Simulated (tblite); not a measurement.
C6H10FPS.
Geometry (GFN2-xTB, Å), atoms numbered from 1 in this order:
```
atom  x, y, z in Å
C1     1.828    1.006    0.155
C2     1.787   -0.507    0.291
P3     0.099   -1.257    0.221
S4     0.089   -3.184    0.402
C5    -0.921   -0.304    1.375
C6    -1.730    0.507    0.706
F7    -2.632    1.304    1.295
C8    -1.640    0.608   -0.784
C9    -0.774   -0.557   -1.266
H10    2.849    1.359    0.279
H11    1.477    1.321   -0.825
H12    1.208    1.478    0.914
H13    2.205   -0.827    1.251
H14    2.368   -1.000   -0.495
H15   -0.926   -0.453    2.441
H16   -2.643    0.579   -1.216
H17   -1.201    1.576   -1.047
H18   -1.389   -1.369   -1.661
H19   -0.064   -0.272   -2.044
```

All values are computed: GFN2-xTB (tblite) harmonic vibrations without scaling, gas phase. Errors from tens to a few hundred cm⁻¹ against measured bands are possible. One conformer, not necessarily the lowest.

Harmonic wavenumbers (cm⁻¹): 65.0, 73.1, 115.2, 139.1, 175.5, 190.7, 231.0, 260.3, 340.1, 374.7, 386.9, 443.1, 509.8, 640.2, 700.0, 727.4, 739.0, 773.9, 795.4, 812.5, 893.8, 936.7, 973.4, 1003.4, 1045.4, 1072.4, 1081.7, 1094.5, 1158.2, 1200.8, 1203.9, 1219.3, 1245.7, 1306.6, 1405.0, 1426.9, 1431.4, 1459.8, 1493.6, 1495.7, 1670.9, 2930.1, 2941.7, 2945.1, 2959.7, 2976.7, 2979.4, 3030.3, 3034.1, 3040.7, 3115.2.

A = 1571, B = 898.0, C = 728.7 MHz; mass 164.022 u (most abundant isotopes); point group C1, symmetry number 1.

Task: What is the zero-point energy?

Result: Half the sum of the wavenumbers: 32132 cm⁻¹ = 384.39 kJ/mol.

Task: Entropy at 298.15 K, 1 bar (ideal gas, RRHO, classical rotation)?

Result: Translation 172.46, rotation 126.05, vibration 126.17: S = 424.7 J/(mol K).

Task: And Cp and H(298.15 K) − H(0)?

Result: Cp = 168.23 J/(mol K), of which vibrations give 134.97 (their classical limit is 51 R = 424.0); H(298.15 K) − H(0) = 30.27 kJ/mol without the zero-point energy, 20.35 from vibrations.

Task: How do the functions run with temperature in this model?

Result: 
| T (K) | S (J/(mol K)) | Cp (J/(mol K)) | H − H(0) (kJ/mol) | G − H(0) (kJ/mol) | ln q(vib) |
| --- | --- | --- | --- | --- | --- |
| 150 | 333.9 | 104.1 | 10.15 | -39.93 | 2.86 |
| 250 | 397.0 | 146.9 | 22.68 | -76.56 | 5.64 |
| 400 | 480.2 | 210.8 | 49.62 | -142.46 | 9.76 |
| 600 | 578.7 | 274.9 | 98.62 | -248.58 | 15.13 |
| 900 | 702.5 | 334.9 | 190.88 | -441.40 | 22.67 |

q(vib) and H(0) count from the zero-point level.

Task: Blend soft modes into free rotors: weight 1/[1 + (100 cm⁻¹/ν̃)⁴] for the oscillator and the rest for a rotor with moment μB/(μ + B), μ = h/(8π²ν), B = 10⁻⁴⁴ kg m². What vibrational entropy results?

Result: 118.73 J/(mol K) in place of 126.17, which changes −T·S at 298.15 K by +2.22 kJ/mol.

Task: Which modes carry the vibrational entropy at 298.15 K?

Result: 65.0 cm⁻¹: 17.99; 73.1 cm⁻¹: 17.02; 115.2 cm⁻¹: 13.30; 139.1 cm⁻¹: 11.78; 175.5 cm⁻¹: 9.94; 190.7 cm⁻¹: 9.29 J/(mol K); the other 45 give 46.84 together.

Hindered rotation and anharmonicity are outside this model. Other conformers, if any are populated, would add a mixing term that is left out. The structure is chiral; the term R ln 2 for an equal mix with its mirror image is left out.
